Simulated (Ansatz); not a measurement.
Input file for Ansatz (a first-principles code): R-PBE/def2-TZVPPD on GaH6N (a complex), monomers drawn apart or pushed together. Files ending in .json are basis or fitting sets from the Basis Set Exchange.

Ansatz 0.2 input:
```yaml
crystal:
  periodic: [false, false, false]
  atoms:
    - {symbol: Ga, position_ang: [0.47028930, -0.36793714, 0.77091002]}
    - {symbol: H, position_ang: [0.08717462, -1.90124178, 0.83917580]}
    - {symbol: H, position_ang: [-0.28102932, 0.54110830, -0.28343333]}
    - {symbol: H, position_ang: [1.92853494, 0.05567303, 1.21425464]}
    - {symbol: N, position_ang: [-1.44588043, 0.82002797, 3.98281689]}
    - {symbol: H, position_ang: [-2.43920809, 0.63378155, 3.89559588]}
    - {symbol: H, position_ang: [-1.10168725, 0.33443557, 4.80423483]}
    - {symbol: H, position_ang: [-1.31998173, 1.81637988, 4.12573856]}
basis:
  gaussian:
    orbitals: def2-TZVPPD.json
hamiltonian:
  xc: {name: PBE}
scf: {lower_state_search: off}
```

Output:

```
WARN ansatz: RAYON_NUM_THREADS=2 ignored (pool sized by the plan → 2); use --threads N
Functional definition: PBE
these checks for a lower state are left out or cut short: stability, starts, cluster_reference, orbital_swaps, neighbouring_geometries, increment
integrals: 0.08 GiB planned
909 factors; their error is unknown
mean field: 0.64 GiB planned
mean field evaluation 1: about -53945.9517 eV, gradient 7.5e1 eV
mean field evaluation 2: about -53887.5203 eV, gradient 1.4e2 eV
mean field evaluation 4: about -53955.5211 eV, gradient 6.4e0 eV
mean field evaluation 8: about -53955.6201 eV, gradient 3.5e-2 eV
mean field evaluation 16: about -53955.5935 eV, gradient 1.4e-5 eV
mean field -53955.59349080 eV, -1982.8314883721 hartree, gradient 3.7e-6 eV, S^2 0.000000; 0 other end points of the search recorded, 0 dependent functions left out
reference -53955.59354467 eV, -1982.8314903517 hartree; 22, 22 occupied and 171, 171 virtual orbitals, 909 factors
Total energy: -53955.59354467 eV, -1982.8314903517 hartree
Checks for a lower state left out: stability, starts, cluster_reference, orbital_swaps, neighbouring_geometries, increment
```

The run converged.

Cost: about 1.8 core-seconds (a rough figure).
